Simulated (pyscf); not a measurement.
`[CH]1=[CH][SiH2]1` -> `[CH2]=[CH][SiH]` [singlet] (rearrangement; singlet surface; H–Si, C–Si broken, C–H formed). Single points on ωB97X-D3(BJ)/def2-SVP structures (PySCF, gas phase). Correlated levels are frozen-core, on RHF or UHF. ΔMP2 is the change of the MP2 total energy from the triple- to the quadruple-zeta basis. Energies in kcal/mol from the reactant's lowest minimum found.

| level | barrier | reaction energy |
|---|---|---|
| ωB97X-D3(BJ)/def2-TZVP | 43.7 | +9.6 |
| PBE/def2-TZVP | 33.8 | +8.7 |
| r²SCAN/def2-TZVP | 38.0 | +11.9 |
| PBE0-D3(BJ)/def2-TZVP | 38.9 | +9.4 |
| ωB97M-D3(BJ)/def2-TZVP | 39.7 | +6.6 |
| MP2/def2-QZVPP | 40.1 | +11.5 |
| CCSD(T)/def2-TZVPP + ΔMP2(QZVPP) | ___ | ___ |

Question: Some entries are withheld; supply them.

Answer: 
- CCSD(T)/def2-TZVPP + ΔMP2(QZVPP), barrier: 39.8
- CCSD(T)/def2-TZVPP + ΔMP2(QZVPP), reaction energy: +7.2

Of the functionals in the table, ωB97M-D3(BJ) is closest to CCSD(T)/def2-TZVPP + ΔMP2(QZVPP) in the barrier (0.1 kcal/mol apart) and PBE least close (5.9 kcal/mol); that level has limits of its own. cyclic C₂H₄Si (SMILES C1=C[SiH2]1) lies 6.4 kcal/mol over its isomer HC≡C–SiH₃, and others may lie lower still (electronic energy, ωB97M-D3(BJ)). H₂C=CH–SiH: [singlet] lies 13.0 kcal/mol over its isomer HC≡C–SiH₃, and others may lie lower still (electronic energy, ωB97M-D3(BJ)). One saddle was located; it need not be the lowest between these sides. The CCSD(T) − MP2 part came from Ansatz, without density fitting, on the same reference.
